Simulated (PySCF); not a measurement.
**[PbCl2]2+ at several levels of theory**

Computed with PySCF 2.14.0 (density fitting, no spin-orbit coupling) at the geometry relaxed with PBE0:

```xyz
3
[PbCl2]2+ (singlet)
Pb    0.0000    0.0000    0.4000
Cl    2.3259    0.0000    0.4007
Cl   -2.3259    0.0000    0.4007
```

```
level                                  basis    state  HOMO (eV)  gap (eV)  charge on Pb1 (e)  dipole about the centre of mass (D)  largest force component (eV/Å)
 PBE0    Pb def2-SVP with ECP60, Cl def2-SVP  singlet     -21.55      3.60               1.41                                 0.00                            0.01
  PBE                               the same  singlet     -20.14      1.40               1.34                                 0.00                            0.47
 PBE0  Pb def2-TZVP with ECP60, Cl def2-TZVP  singlet     -21.35      3.73               1.50                                 0.00                            1.03
```

Charges are Mulliken's, which hang on the basis. The relaxation used the grid (50, 194), these runs (75, 302) or, all-electron (x2c bases, spin-free X2C Hamiltonian), (99, 590).

What does B3LYP with Pb def2-SVP with ECP60, Cl def2-SVP give here?

state singlet, HOMO (eV) -21.22, gap (eV) 3.11, charge on Pb1 (e) 1.37, dipole about the centre of mass (D) 0.00, largest force component (eV/Å) 0.43. Time: 2.1 s on 2 threads of Intel(R) Xeon(R) Platinum 8259CL CPU @ 2.50GHz (Skylake/Cascade Lake), on a shared host, from an already converged density.

In the first row's basis the gap widens with exact exchange: 1.4 eV for PBE (none); 3.1 to 3.6 eV for B3LYP, PBE0 (a fixed share).
